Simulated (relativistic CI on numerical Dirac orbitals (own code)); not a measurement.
## Mn4+ in a cubic cluster: 1s photoemission with charge transfer

Computed with a charge-transfer multiplet model of a cubic metal-ligand cluster with up to 2 ligand holes, Slater and spin-orbit integrals from Dirac-Coulomb-Breit ions, Slater integrals scaled by 0.8. The ground state mixes d3 with configurations of k ligand holes L, whose averages lie at kΔ + k(k − 1)U_dd/2; a core hole lowers each added d electron by U_cd. 300 K, Lorentzian 1.1 eV and Gaussian 0.6 eV FWHM.

Atomic integrals in eV (Slater integrals scaled, ζ unscaled), ground: F2dd 9.878, F4dd 6.215, zeta_d 0.050; with the core hole: F2dd 11.163, F4dd 7.049, zeta_d 0.073, G2cd 0.062.

Cluster parameters (eV): Δ = 0.5, U_dd = 6.1, U_cd = 7.6, 10Dq = 2.1, 10Dq(ligand) = 1, final-state hopping factor = 0.9.

```
                             Case   n_d    d3   d4L  d5L2     S
V(eg) = 1.4 eV, V(t2g) = -0.71 eV  3.68  0.38  0.55  0.07  1.50
  V(eg) = 2 eV, V(t2g) = -1.02 eV  3.75  0.35  0.55  0.10  1.50
V(eg) = 2.3 eV, V(t2g) = -1.17 eV  3.78  0.34  0.55  0.12  1.50
```

Weights, n_d and S are thermal averages at 300 K. Binding energies count from the first peak over 30 % of the highest in each spectrum, which can be another peak from case to case. The parameters are a model scan and need not match a compound or its usual spin state. Peaks in eV (height, largest 100):
- V(eg) = 1.4 eV, V(t2g) = -0.71 eV: 0.0 (100), 2.8 (75), 6.9 (22), 9.5 (22), 13.6 (27)
- V(eg) = 2 eV, V(t2g) = -1.02 eV: 0.0 (100), 2.9 (30), 8.5 (11), 10.0 (12), 11.2 (13), 16.1 (7)
- V(eg) = 2.3 eV, V(t2g) = -1.17 eV: 0.0 (100), 3.1 (20), 9.4 (8), 10.9 (11), 12.1 (10)

Curve for V(eg) = 1.4 eV, V(t2g) = -0.71 eV (points under 2 left out, the grid thinned):

(E (eV), Intensity): (-3.3, 4.1), (-2.9, 5.1), (-2.4, 7.1), (-2.0, 9.9), (-1.5, 16.4), (-1.1, 27.8), (-0.6, 60.4), (-0.2, 94.6), (0.2, 92.6), (0.7, 52.0), (1.1, 33.4), (1.6, 30.0), (2.0, 40.7), (2.5, 68.7), (2.9, 72.9), (3.3, 53.0), (3.8, 34.4), (4.2, 25.7), (4.7, 19.4), (5.1, 17.1), (5.6, 15.7), (6.0, 16.1), (6.5, 19.5), (6.9, 21.6), (7.3, 20.2), (7.8, 18.1), (8.2, 17.8), (8.7, 18.6), (9.1, 20.5), (9.6, 21.7), (10.0, 18.5), (10.4, 14.3), (10.9, 10.7), (11.3, 8.3), (11.8, 6.6), (12.2, 7.0), (12.7, 10.6), (13.1, 17.7), (13.5, 25.8), (14.0, 21.7), (14.4, 12.6), (14.9, 6.3), (15.3, 4.1), (15.8, 2.7), (16.2, 2.1)

For the case V(eg) = 2 eV, V(t2g) = -1.02 eV, Δ = 0.5 eV is smaller than U_dd = 6.1 eV, the charge-transfer side of the Zaanen-Sawatzky-Allen scheme. With the core hole the average of the configuration with one ligand hole lies at Δ − U_cd = -7.1 eV before mixing: it lies below the unscreened one, so the lowest final states are mostly screened and the unscreened weight appears at higher binding energy as a satellite.

With at most 2 ligand holes the space is cut while the next configuration still counts, so covalency is underestimated, and a final configuration with one more ligand hole, which can lie low, is missing from the spectra.
